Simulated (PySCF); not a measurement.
**TlH at RHF-SCS-MP2**

Computed with RHF-SCS-MP2; PySCF, scalar-relativistic core potentials, basis sets Tl def2-SVPD with ECP60, H def2-SVPD.

```json
{
 "state": "¹Σ⁺ (singlet), closed shell",
 "bond length": "1.904 Å",
 "harmonic wavenumber": "1373 cm⁻¹",
 "force constant": "1.11 mdyn/Å",
 "rotational constant Be": "4.638 cm⁻¹",
 "anharmonicity ωexe": "19.1 cm⁻¹",
 "vibration–rotation constant αe": "0.125 cm⁻¹",
 "well depth De to Tl + H": "2.38 eV",
 "dissociation energy D0": "2.30 eV"
}
```

Correlated steps freeze 4 core orbitals. Correlated levels converge slowly with the basis: in double zeta they bind strong bonds too weakly, by up to about 1 eV, and carry superposition errors of some tenths. Spin–orbit coupling is left out, which matters for elements this heavy, above all for dissociation energies. Where the molecule has an RHF reference, its open-shell atoms are computed with UHF.
